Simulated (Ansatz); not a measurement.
Frontier orbitals of AlFGeH$_{4}$, SMILES `[F][AlH][GeH3]`.

```xyz
7

F     2.587   -0.018    0.244
Al    1.118   -0.754    0.417
Ge   -0.863    0.525   -0.316
H     1.132   -2.201    1.053
H    -1.457    1.324    0.861
H    -0.537    1.530   -1.433
H    -1.979   -0.406   -0.827
```

The species carries charge 0 and has multiplicity 1. Correlated methods include outer-core shells of Ge, which these sets cover unevenly. Scalar relativity is left out up to krypton. The geometry is a stationary point of PBE0-D4/def2-TZVP. Basis def2-TZVPP, Ansatz.

Orbital energies of one run (eV). Highest occupied ones, from the top: -7.86, -9.65, -9.70, -10.33, -11.61, -11.63, -13.11, -15.57, -31.99, -33.34, -33.34, -33.37, -33.41, -33.42. Empty: -1.74, -0.27, 0.00, 1.29, 1.46, 2.02.

Which functional gave them?
A. LDA (SPW92)
B. ωB97M-V
C. PBE0
D. B97M-V

C. HOMO energies: PBE0 -7.86, LDA (SPW92) -6.83, ωB97M-V -9.87, B97M-V -7.10 eV.
